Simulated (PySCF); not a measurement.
# Bond lengths and vibrations by method: Al2H3NO

Calculated results; nothing here was measured. They come from PySCF 2.14.0, an open-source quantum chemistry program, on an isolated molecule that a program drew, which may never have been made. The molecule is Al2H3NO (charge 0, singlet), drawn as the SMILES string `[OH][AlH][NH][Al]`.

The geometry was optimised and harmonic frequencies were computed with HF and MP2, all in the cc-pV(D+d)Z basis, for the commonest isotopes, with a restricted reference for singlets and an unrestricted one otherwise, and a frozen core in MP2. Each result is a local minimum of its method.

Geometry at the HF minimum:
```xyz
7
Al2H3NO, angstrom
O     1.9341    0.9169    0.4834
Al    0.5791   -0.0702    0.2910
N    -0.5790    0.2164   -1.0394
Al   -0.6549    1.4377   -2.3678
H     2.2602    1.6604    0.0082
H     0.3890   -1.2363    1.3243
H    -1.3410   -0.4527   -1.0316
```

Lengths of the bonds as drawn, in Å (atoms numbered as above):
| bond | HF | MP2 |
|---|---|---|
| O1-Al2 | 1.687 | 1.712 |
| Al2-N3 | 1.787 | 1.808 |
| N3-Al4 | 1.806 | 1.824 |
| O1-H5 | 0.941 | 0.962 |
| Al2-H6 | 1.570 | 1.571 |
| N3-H7 | 1.014 | 1.030 |

Rotational constants, in GHz:
| constant | HF | MP2 |
|---|---|---|
| A | 10.98 | 10.59 |
| B | 2.393 | 2.378 |
| C | 1.965 | 1.942 |

Harmonic frequencies in cm^-1, each column in rising order, so a row needn't be the same motion in every method:
```
rank    HF   MP2
   1    96    80
   2   107    82
   3   308   277
   4   337   320
   5   453     ?
   6   541   532
   7   573   555
   8   580   575
   9   728   694
  10   834   784
  11   923   883
  12  1031   935
  13  2028  2003
  14  3675  3502
  15  4248  3951
```

**Estimate the missing MP2 frequency from the HF column.**

A single factor s that minimises the squared misfit of MP2 against s times HF over the other rows is sum(HF x MP2) / sum(HF^2) = 0.9453, with an rms misfit of 34 cm^-1. For rank 5 it gives 0.9453 x 453 = 428 cm^-1. The calculation gives 408 cm^-1, 20 cm^-1 below the estimate. The drawn bonds are on average 1.3 % longer in MP2 than in HF.
